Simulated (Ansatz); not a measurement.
# A geometry optimisation of FH2InNO+ with B3LYP-D3(BJ)/def2-SVP

The starting geometry of this gas-phase singlet was optimised with GFN2-xTB.

```yaml
atoms:
  - { symbol: F, position_ang: [0.8812, -0.3210, -0.7622] }
  - { symbol: In, position_ang: [0.7818, 2.1526, -1.2603] }
  - { symbol: N, position_ang: [1.6286, -0.4706, 0.7008] }
  - { symbol: O, position_ang: [0.9657, -1.3736, 1.3527] }
  - { symbol: H, position_ang: [2.4780, -0.9280, 0.3311] }
  - { symbol: H, position_ang: [0.2180, -0.9739, 1.8470] }
```

Question: Where would you expect an optimisation with B3LYP-D3(BJ)/def2-SVP to take it?

Answer: It falls apart into H2NO + FIn (formulas without charges). Contacts that close: F1–In2 (2.53 → 2.26 Å).

The energy falls by 0.16 eV over 13 steps:

```tsv
step	E − E(last) (eV)
1	0.163
2	0.064
4	0.027
5	0.016
6	0.004
8	0.001
9	0.000
10	0.000
12	0.000
13	0.000
```

Final geometry (Å):

```yaml
atoms:
  - { symbol: F, position_ang: [1.0782, 0.2523, -0.4386] }
  - { symbol: In, position_ang: [0.6395, 2.0826, -1.6821] }
  - { symbol: N, position_ang: [1.7247, -0.5877, 0.9069] }
  - { symbol: O, position_ang: [0.8461, -1.4765, 1.2175] }
  - { symbol: H, position_ang: [2.3654, -1.0746, 0.2608] }
  - { symbol: H, position_ang: [0.2994, -1.1105, 1.9445] }
```

The end wasn't checked by frequencies. Atoms past krypton carry core potentials, without spin–orbit terms. Run with Ansatz 0.2.0, 35 s on 1 thread of Intel(R) Xeon(R) Platinum 8375C CPU @ 2.90GHz (Ice Lake) (shared host).
